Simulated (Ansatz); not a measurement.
Ansatz (a quantum-chemistry and plane-wave program) input (HF/3-21G): The .json file is the Basis Set Exchange's 3-21G.

Ansatz 0.2 input:
```yaml
crystal:
  periodic: [false, false, false]
  atoms:
    - {symbol: F, position_ang: [2.10231564, -0.59566015, 0.44862562]}
    - {symbol: Si, position_ang: [1.04338072, 0.63710968, 0.60350210]}
    - {symbol: O, position_ang: [-0.37560081, 0.17380608, -0.05688761]}
    - {symbol: Si, position_ang: [-1.80956842, -0.36907279, -0.66772887]}
    - {symbol: H, position_ang: [1.59320833, 1.81482155, -0.11820729]}
    - {symbol: H, position_ang: [-1.58158736, -1.30758941, -1.79316813]}
    - {symbol: H, position_ang: [-2.58694035, -1.06673342, 0.38695538]}
    - {symbol: H, position_ang: [-2.61408715, 0.77747738, -1.15893464]}
basis:
  gaussian:
    orbitals: 3-21G.json
hamiltonian:
  xc: {name: HF}
magnetization: {spin_polarized: true, initial_magnetization: 1}
phonons: {temperatures: {t_min: 298.15, t_max: 298.15, t_step: 100}}
```

Output:

```
Functional definition: HF
integrals: 0.01 GiB planned
583 factors; integrals over basis functions are off by at most 2.6e-4 eV
mean field: 0.16 GiB planned
mean field evaluation 1: about -20421.4423 eV, gradient 2.6e1 eV
mean field evaluation 2: about -20421.4493 eV, gradient 2.6e1 eV
mean field evaluation 4: about -20424.1105 eV, gradient 1.8e0 eV
mean field evaluation 8: about -20424.1556 eV, gradient 6.0e-4 eV
mean field -20424.15558717 eV, -750.5738738385 hartree, gradient 3.9e-5 eV, S^2 0.753260; 0 other end points of the search recorded, 0 dependent functions left out
the calculation of the forces begins
reference -20424.15558717 eV, -750.5738738385 hartree; 25, 24 occupied and 27, 28 virtual orbitals, 583 factors
these checks for a lower state are left out or cut short: stability, starts, cluster_reference, orbital_swaps, neighbouring_geometries, increment
integrals: 0.01 GiB planned
583 factors; integrals over basis functions are off by at most 2.6e-4 eV
mean field: 0.16 GiB planned
mean field evaluation 16: about -20424.1555 eV, gradient 1.1e-4 eV
mean field -20424.15553233 eV, -750.5738718234 hartree, gradient 2.9e-6 eV, S^2 0.753261; 0 other end points of the search recorded, 0 dependent functions left out
the calculation of the forces begins
reference -20424.15553233 eV, -750.5738718234 hartree; 25, 24 occupied and 27, 28 virtual orbitals, 583 factors
these checks for a lower state are left out or cut short: stability, starts, cluster_reference, orbital_swaps, neighbouring_geometries, increment
integrals: 0.01 GiB planned
583 factors; integrals over basis functions are off by at most 2.6e-4 eV
mean field: 0.16 GiB planned
mean field -20424.15552993 eV, -750.5738717352 hartree, gradient 2.9e-6 eV, S^2 0.753259; 0 other end points of the search recorded, 0 dependent functions left out
the calculation of the forces begins
reference -20424.15552993 eV, -750.5738717352 hartree; 25, 24 occupied and 27, 28 virtual orbitals, 583 factors
these checks for a lower state are left out or cut short: stability, starts, cluster_reference, orbital_swaps, neighbouring_geometries, increment
integrals: 0.01 GiB planned
583 factors; integrals over basis functions are off by at most 2.6e-4 eV
mean field: 0.16 GiB planned
mean field evaluation 32: about -20424.1555 eV, gradient 2.9e-6 eV
mean field -20424.15551536 eV, -750.5738711996 hartree, gradient 2.9e-6 eV, S^2 0.753255; 0 other end points of the search recorded, 0 dependent functions left out
the calculation of the forces begins
reference -20424.15551536 eV, -750.5738711996 hartree; 25, 24 occupied and 27, 28 virtual orbitals, 583 factors
these checks for a lower state are left out or cut short: stability, starts, cluster_reference, orbital_swaps, neighbouring_geometries, increment
integrals: 0.01 GiB planned
583 factors; integrals over basis functions are off by at most 2.6e-4 eV
mean field: 0.16 GiB planned
mean field -20424.15551588 eV, -750.5738712189 hartree, gradient 2.9e-6 eV, S^2 0.753266; 0 other end points of the search recorded, 0 dependent functions left out
the calculation of the forces begins
reference -20424.15551588 eV, -750.5738712189 hartree; 25, 24 occupied and 27, 28 virtual orbitals, 583 factors
these checks for a lower state are left out or cut short: stability, starts, cluster_reference, orbital_swaps, neighbouring_geometries, increment
integrals: 0.01 GiB planned
583 factors; integrals over basis functions are off by at most 2.6e-4 eV
mean field: 0.16 GiB planned
mean field -20424.15558154 eV, -750.5738736317 hartree, gradient 2.9e-6 eV, S^2 0.753254; 0 other end points of the search recorded, 0 dependent functions left out
the calculation of the forces begins
reference -20424.15558154 eV, -750.5738736317 hartree; 25, 24 occupied and 27, 28 virtual orbitals, 583 factors
these checks for a lower state are left out or cut short: stability, starts, cluster_reference, orbital_swaps, neighbouring_geometries, increment
integrals: 0.01 GiB planned
583 factors; integrals over basis functions are off by at most 2.6e-4 eV
mean field: 0.16 GiB planned
mean field -20424.15558040 eV, -750.5738735898 hartree, gradient 2.9e-6 eV, S^2 0.753266; 0 other end points of the search recorded, 0 dependent functions left out
the calculation of the forces begins
reference -20424.15558040 eV, -750.5738735898 hartree; 25, 24 occupied and 27, 28 virtual orbitals, 583 factors
these checks for a lower state are left out or cut short: stability, starts, cluster_reference, orbital_swaps, neighbouring_geometries, increment
integrals: 0.01 GiB planned
583 factors; integrals over basis functions are off by at most 2.6e-4 eV
mean field: 0.16 GiB planned
mean field -20424.15542947 eV, -750.5738680433 hartree, gradient 2.9e-6 eV, S^2 0.753250; 0 other end points of the search recorded, 0 dependent functions left out
[...]
mean field -20424.15555048 eV, -750.5738724904 hartree, gradient 2.9e-6 eV, S^2 0.753260; 0 other end points of the search recorded, 0 dependent functions left out
the calculation of the forces begins
reference -20424.15555048 eV, -750.5738724904 hartree; 25, 24 occupied and 27, 28 virtual orbitals, 583 factors
these checks for a lower state are left out or cut short: stability, starts, cluster_reference, orbital_swaps, neighbouring_geometries, increment
integrals: 0.01 GiB planned
583 factors; integrals over basis functions are off by at most 2.6e-4 eV
mean field: 0.16 GiB planned
mean field -20424.15556411 eV, -750.5738729913 hartree, gradient 2.9e-6 eV, S^2 0.753260; 0 other end points of the search recorded, 0 dependent functions left out
the calculation of the forces begins
reference -20424.15556411 eV, -750.5738729913 hartree; 25, 24 occupied and 27, 28 virtual orbitals, 583 factors
these checks for a lower state are left out or cut short: stability, starts, cluster_reference, orbital_swaps, neighbouring_geometries, increment
integrals: 0.01 GiB planned
583 factors; integrals over basis functions are off by at most 2.6e-4 eV
mean field: 0.16 GiB planned
mean field -20424.15556524 eV, -750.5738730328 hartree, gradient 2.9e-6 eV, S^2 0.753260; 0 other end points of the search recorded, 0 dependent functions left out
the calculation of the forces begins
reference -20424.15556524 eV, -750.5738730328 hartree; 25, 24 occupied and 27, 28 virtual orbitals, 583 factors
these checks for a lower state are left out or cut short: stability, starts, cluster_reference, orbital_swaps, neighbouring_geometries, increment
integrals: 0.01 GiB planned
583 factors; integrals over basis functions are off by at most 2.6e-4 eV
mean field: 0.16 GiB planned
mean field -20424.15556844 eV, -750.5738731505 hartree, gradient 2.9e-6 eV, S^2 0.753260; 0 other end points of the search recorded, 0 dependent functions left out
the calculation of the forces begins
reference -20424.15556844 eV, -750.5738731505 hartree; 25, 24 occupied and 27, 28 virtual orbitals, 583 factors
these checks for a lower state are left out or cut short: stability, starts, cluster_reference, orbital_swaps, neighbouring_geometries, increment
integrals: 0.01 GiB planned
583 factors; integrals over basis functions are off by at most 2.6e-4 eV
mean field: 0.16 GiB planned
mean field evaluation 288: about -20424.1556 eV, gradient 2.9e-6 eV
mean field -20424.15556824 eV, -750.5738731429 hartree, gradient 2.9e-6 eV, S^2 0.753260; 0 other end points of the search recorded, 0 dependent functions left out
the calculation of the forces begins
reference -20424.15556824 eV, -750.5738731429 hartree; 25, 24 occupied and 27, 28 virtual orbitals, 583 factors
these checks for a lower state are left out or cut short: stability, starts, cluster_reference, orbital_swaps, neighbouring_geometries, increment
integrals: 0.01 GiB planned
583 factors; integrals over basis functions are off by at most 2.6e-4 eV
mean field: 0.16 GiB planned
mean field -20424.15555293 eV, -750.5738725804 hartree, gradient 2.9e-6 eV, S^2 0.753260; 0 other end points of the search recorded, 0 dependent functions left out
the calculation of the forces begins
reference -20424.15555293 eV, -750.5738725804 hartree; 25, 24 occupied and 27, 28 virtual orbitals, 583 factors
these checks for a lower state are left out or cut short: stability, starts, cluster_reference, orbital_swaps, neighbouring_geometries, increment
integrals: 0.01 GiB planned
583 factors; integrals over basis functions are off by at most 2.6e-4 eV
mean field: 0.16 GiB planned
mean field -20424.15555272 eV, -750.5738725725 hartree, gradient 2.9e-6 eV, S^2 0.753260; 0 other end points of the search recorded, 0 dependent functions left out
the calculation of the forces begins
reference -20424.15555272 eV, -750.5738725725 hartree; 25, 24 occupied and 27, 28 virtual orbitals, 583 factors
these checks for a lower state are left out or cut short: stability, starts, cluster_reference, orbital_swaps, neighbouring_geometries, increment
integrals: 0.01 GiB planned
583 factors; integrals over basis functions are off by at most 2.6e-4 eV
mean field: 0.16 GiB planned
mean field -20424.15556335 eV, -750.5738729633 hartree, gradient 2.9e-6 eV, S^2 0.753260; 0 other end points of the search recorded, 0 dependent functions left out
the calculation of the forces begins
reference -20424.15556335 eV, -750.5738729633 hartree; 25, 24 occupied and 27, 28 virtual orbitals, 583 factors
these checks for a lower state are left out or cut short: stability, starts, cluster_reference, orbital_swaps, neighbouring_geometries, increment
integrals: 0.01 GiB planned
583 factors; integrals over basis functions are off by at most 2.6e-4 eV
mean field: 0.16 GiB planned
mean field -20424.15556419 eV, -750.5738729942 hartree, gradient 2.9e-6 eV, S^2 0.753260; 0 other end points of the search recorded, 0 dependent functions left out
the calculation of the forces begins
reference -20424.15556419 eV, -750.5738729942 hartree; 25, 24 occupied and 27, 28 virtual orbitals, 583 factors
these checks for a lower state are left out or cut short: stability, starts, cluster_reference, orbital_swaps, neighbouring_geometries, increment
integrals: 0.01 GiB planned
583 factors; integrals over basis functions are off by at most 2.6e-4 eV
mean field: 0.16 GiB planned
mean field evaluation 320: about -20424.1555 eV, gradient 1.4e-5 eV
mean field -20424.15554704 eV, -750.5738723639 hartree, gradient 2.9e-6 eV, S^2 0.753260; 0 other end points of the search recorded, 0 dependent functions left out
the calculation of the forces begins
reference -20424.15554704 eV, -750.5738723639 hartree; 25, 24 occupied and 27, 28 virtual orbitals, 583 factors
these checks for a lower state are left out or cut short: stability, starts, cluster_reference, orbital_swaps, neighbouring_geometries, increment
integrals: 0.01 GiB planned
583 factors; integrals over basis functions are off by at most 2.6e-4 eV
mean field: 0.16 GiB planned
mean field -20424.15554919 eV, -750.5738724428 hartree, gradient 2.9e-6 eV, S^2 0.753260; 0 other end points of the search recorded, 0 dependent functions left out
the calculation of the forces begins
reference -20424.15554919 eV, -750.5738724428 hartree; 25, 24 occupied and 27, 28 virtual orbitals, 583 factors
these checks for a lower state are left out or cut short: stability, starts, cluster_reference, orbital_swaps, neighbouring_geometries, increment
integrals: 0.01 GiB planned
583 factors; integrals over basis functions are off by at most 2.6e-4 eV
mean field: 0.16 GiB planned
mean field -20424.15557442 eV, -750.5738733700 hartree, gradient 5.7e-7 eV, S^2 0.753260; 0 other end points of the search recorded, 0 dependent functions left out
the calculation of the forces begins
reference -20424.15557442 eV, -750.5738733700 hartree; 25, 24 occupied and 27, 28 virtual orbitals, 583 factors
these checks for a lower state are left out or cut short: stability, starts, cluster_reference, orbital_swaps, neighbouring_geometries, increment
integrals: 0.01 GiB planned
583 factors; integrals over basis functions are off by at most 2.6e-4 eV
mean field: 0.16 GiB planned
mean field -20424.15557380 eV, -750.5738733474 hartree, gradient 1.4e-6 eV, S^2 0.753260; 0 other end points of the search recorded, 0 dependent functions left out
the calculation of the forces begins
reference -20424.15557380 eV, -750.5738733474 hartree; 25, 24 occupied and 27, 28 virtual orbitals, 583 factors
Total energy: -20424.15558717 eV, -750.5738738385 hartree
Atom 0 at     2.102316    -0.595660     0.448626 Å, force     0.000442    -0.000032     0.000223 eV/Å
Atom 1 at     1.043381     0.637110     0.603502 Å, force     0.000413     0.000421    -0.000151 eV/Å
Atom 2 at    -0.375601     0.173806    -0.056888 Å, force     0.001198     0.000811     0.000393 eV/Å
Atom 3 at    -1.809568    -0.369073    -0.667729 Å, force    -0.000792     0.000013    -0.000579 eV/Å
Atom 4 at     1.593208     1.814822    -0.118207 Å, force    -0.000560    -0.000755     0.000236 eV/Å
Atom 5 at    -1.581587    -1.307589    -1.793168 Å, force    -0.000313    -0.000036    -0.000261 eV/Å
Atom 6 at    -2.586940    -1.066733     0.386955 Å, force    -0.000223     0.000040     0.000021 eV/Å
Atom 7 at    -2.614087     0.777477    -1.158935 Å, force    -0.000164    -0.000462     0.000118 eV/Å
Dipole moment:    -0.297207     0.268609     0.100731 e Å
Vibrations: 10.22 103.72 142.67 343.71 601.29 795.48 802.52 847.40 859.90 972.04 1020.36 1022.58 1110.07 1309.53 2248.11 2288.92 2294.83 2316.70 cm⁻¹, zero-point energy 1.183433 eV
```

The blocks after the first are displaced geometries, from whose forces the wavenumbers follow.
